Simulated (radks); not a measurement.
Results of a calculation; reference values are marked as such.
Question: Species: Ge II. Configuration: [Ar] 3d10 4s2 4f1 (not the ground configuration). Level of theory: scalar-relativistic Kohn-Sham, PBEsol, spin-unpolarised, spherical densities, finite nucleus; Fermi nuclear charge, rms radius 4.0742 fm (a radial shooting solver on a logarithmic mesh with Libxc functionals). Some entries of the table are withheld. Estimate them.

| orbital | occ. | eigenvalue (eV) | <r> (bohr) |
|---|---|---|---|
| 1s | 2 | -10968.68 | 0.04703 |
| 2s | 2 | -1387.183 | 0.2102 |
| 2p | 6 | -1214.671 | 0.1838 |
| 3s | 2 | -184.6341 | (1) |
| 3p | 6 | -131.9453 | 0.6473 |
| 3d | 10 | (2) | 0.7318 |
| 4s | 2 | -25.8269 | 1.940 |
| 4f | 1 | (3) | (4) |

Answer: 
(1) 3s <r> (bohr): 0.6247
(2) 3d eigenvalue (eV): -45.7608
(3) 4f eigenvalue (eV): -2.4694
(4) 4f <r> (bohr): 8.766
